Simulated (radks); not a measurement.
Results of a calculation; reference values are marked as such.
Question: The mean radii <r> (bohr) of the occupied orbitals of an atom or ion are listed with their occupations. Code: a radial shooting solver on a logarithmic mesh with Libxc functionals. Model: Dirac Kohn-Sham, HCTH/407, spin-unpolarised, spherical densities, finite nucleus; Fermi nuclear charge, rms radius of each element as measured or else 0.836 A^(1/3) + 0.57 fm.

| orbital | occ. | <r> |
|---|---|---|
| 1s1/2 | 2 | 0.02410 |
| 2s1/2 | 2 | 0.1026 |
| 2p1/2 | 2 | 0.08604 |
| 2p3/2 | 4 | 0.09234 |
| 3s1/2 | 2 | 0.2719 |
| 3p1/2 | 2 | 0.2615 |
| 3p3/2 | 4 | 0.2738 |
| 3d3/2 | 4 | 0.2448 |
| 3d5/2 | 6 | 0.2487 |
| 4s1/2 | 2 | 0.6220 |
| 4p1/2 | 2 | 0.6394 |
| 4p3/2 | 4 | 0.6673 |
| 4d3/2 | 4 | 0.7197 |
| 4d5/2 | 6 | 0.7297 |
| 5s1/2 | 2 | 1.506 |
| 5p1/2 | 2 | 1.699 |
| 5p3/2 | 4 | 1.788 |
| 6s1/2 | 2 | 4.596 |
| 4f5/2 | 3 | 1.161 |

Name the element and its charge. Open shells, if any, fill j = l - 1/2 first.

Answer: Z = 59, praseodymium, charge 0: Pr in [Xe] 4f3 6s2. The 1s radius gives Z: for a bare nucleus <r> = (2 gamma + 1)/(2Z) with gamma = sqrt(1 - (Z/c)^2), 0.02377 bohr for Z = 59, and screening makes it slightly larger (0.02410 here). The occupations add up to 59, and the charge is Z minus that.
